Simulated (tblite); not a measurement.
Species: C7H4F2N (doublet state).
Numbering: `[CH2:1]=[C:2]1[C:3]([CH:4]=[N:5])=[CH:6][C:7]([F:8])=[C:9]1[F:10]` (hydrogens: H11, H12 on C1; H13 on C4; H14 on C6)
Bond orders are those of one Lewis drawing.

Computed with GFN2-xTB (tblite), gas phase: L-BFGS steps from a force-field or distance-geometry start until the largest atomic force falls under 0.01 eV/Å.

Step 18: E = -795.8674 eV
```
atom  x, y, z in Å  |  force x, y, z in eV/Å
C1     -0.7059    1.8707   -0.2297    0.029  -0.036   0.004
C2      0.0104    0.7744    0.0226    0.024  -0.022   0.021
C3     -0.4086   -0.6205   -0.1771    0.025  -0.018   0.005
C4     -1.7089   -1.0072   -0.6950   -0.018   0.057  -0.016
N5     -2.6249   -0.2615   -1.0359   -0.079   0.036  -0.027
C6      0.6059   -1.4369    0.1974    0.075  -0.060   0.035
C7      1.7072   -0.6227    0.6516    0.039   0.024   0.004
F8      2.8536   -1.1486    1.0852   -0.002   0.049   0.004
C9      1.3692    0.6827    0.5534   -0.006   0.040  -0.005
F10     2.0941    1.7586    0.8647    0.004  -0.028   0.003
H11    -1.7078    1.7639   -0.6266    0.035   0.021   0.017
H12    -0.3062    2.8556   -0.0480   -0.074  -0.007  -0.029
H13    -1.8213   -2.0996   -0.7668   -0.018  -0.012  -0.005
H14     0.6426   -2.5093    0.1820   -0.034  -0.043  -0.011
```

Step 19: E = -795.8685 eV
```
atom  x, y, z in Å  |  force x, y, z in eV/Å
C1     -0.7083    1.8667   -0.2303    0.034  -0.025   0.002
C2      0.0151    0.7759    0.0245   -0.027  -0.055   0.012
C3     -0.4070   -0.6181   -0.1749    0.023  -0.067  -0.012
C4     -1.7084   -1.0009   -0.6952   -0.018   0.038  -0.005
N5     -2.6241   -0.2542   -1.0356   -0.056   0.035  -0.021
C6      0.6066   -1.4371    0.1979    0.062  -0.039   0.035
C7      1.7091   -0.6244    0.6524    0.031   0.043   0.001
F8      2.8558   -1.1491    1.0854    0.007   0.032   0.007
C9      1.3729    0.6816    0.5554   -0.024   0.044  -0.019
F10     2.0979    1.7567    0.8656    0.030  -0.009   0.015
H11    -1.7096    1.7501   -0.6275    0.039   0.019   0.020
H12    -0.3177    2.8552   -0.0530   -0.060   0.016  -0.022
H13    -1.8255   -2.0937   -0.7690   -0.003   0.014  -0.001
H14     0.6424   -2.5094    0.1821   -0.037  -0.047  -0.013
```

Step 20: E = -795.8696 eV
```
atom  x, y, z in Å  |  force x, y, z in eV/Å
C1     -0.7101    1.8624   -0.2310    0.027  -0.009  -0.001
C2      0.0192    0.7764    0.0266   -0.063  -0.069   0.001
C3     -0.4048   -0.6170   -0.1730    0.014  -0.093  -0.025
C4     -1.7084   -0.9939   -0.6957   -0.016   0.010   0.004
N5     -2.6242   -0.2465   -1.0356   -0.013   0.024  -0.007
C6      0.6084   -1.4381    0.1989    0.026  -0.010   0.022
C7      1.7115   -0.6254    0.6531    0.012   0.043  -0.003
F8      2.8582   -1.1489    1.0859    0.020   0.018   0.012
C9      1.3761    0.6811    0.5570   -0.027   0.030  -0.024
F10     2.1021    1.7549    0.8667    0.046   0.012   0.023
H11    -1.7105    1.7375   -0.6280    0.032   0.011   0.017
H12    -0.3303    2.8552   -0.0582   -0.036   0.031  -0.012
H13    -1.8295   -2.0875   -0.7710    0.007   0.042   0.002
H14     0.6416   -2.5105    0.1821   -0.029  -0.040  -0.010
```

Question: Estimate the geometry and energy of step 21. (The exact step hangs on the optimiser's Hessian estimate; all steps are aligned on step 20, rigid shifts and turns removed.)

Answer: E = -795.8704 eV, largest force 0.083 eV/Å
```
atom  x, y, z in Å  |  force x, y, z in eV/Å
C1     -0.7109    1.8586   -0.2314    0.011   0.005  -0.003
C2      0.0215    0.7756    0.0284   -0.063  -0.054  -0.007
C3     -0.4029   -0.6179   -0.1719    0.003  -0.079  -0.026
C4     -1.7088   -0.9880   -0.6960   -0.009  -0.014   0.010
N5     -2.6245   -0.2399   -1.0357    0.029   0.013   0.008
C6      0.6106   -1.4394    0.2003   -0.009   0.008   0.004
C7      1.7138   -0.6254    0.6536   -0.007   0.025  -0.005
F8      2.8605   -1.1482    1.0866    0.026   0.015   0.013
C9      1.3783    0.6813    0.5578   -0.018   0.006  -0.019
F10     2.1062    1.7536    0.8679    0.040   0.019   0.021
H11    -1.7107    1.7275   -0.6281    0.014   0.002   0.009
H12    -0.3413    2.8556   -0.0628   -0.009   0.029  -0.002
H13    -1.8328   -2.0817   -0.7726    0.006   0.049   0.001
H14     0.6404   -2.5122    0.1818   -0.013  -0.025  -0.003
```

The energy changes by -0.0008 eV. The first-order estimate −F·Δx gives -0.0012 eV and the mean of the old and new forces, exact on a quadratic surface, -0.0008 eV. The step makes an angle of 73° with the force vector and moves no atom by more than 0.012 Å.

The cost below is that of the whole relaxation. Time: 0.18 s wall. Hardware: one thread, Arm Neoverse V2 (aarch64), shared host.
